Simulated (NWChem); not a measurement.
Molecule: GeH$_{4}$O$_{2}$; SMILES [OH][GeH2][OH]

```xyz
7

Ge     0.0000     0.0000     0.2936
O     -1.4780    -0.0656    -0.7250
O      1.4780     0.0656    -0.7250
H     -0.0795    -1.3039     1.1176
H      0.0795     1.3039     1.1176
H     -1.5722     0.7532    -1.2372
H      1.5722    -0.7532    -1.2372
```
Atoms are numbered in this order, from 1.

Level: B3LYP/6-31G* (spherical d) (NWChem), optimised geometry, unscaled harmonic frequencies. 

```csv
frequency (cm⁻¹),IR intensity (km/mol)
210,1.8
267,134.2
335,166.7
531,46.4
677,4.6
685,50.1
698,127.3
810,47.4
846,58.2
967,26.9
980,199.5
2134,72.2
2149,161.0
3758,50.5
3759,34.9
```

```yaml
zero_point_energy: 26.9 kcal/mol
thermal correction to the enthalpy at 298.15 K (with zero-point energy): 30.6 kcal/mol
heat capacity Cv: 16.9 cal/(mol K)
entropy at 298.15 K and 1 atm (symmetry number 2): 69.7 cal/(mol K)
dipole_moment: 0.10 D
```

Rigid rotor and harmonic oscillator.
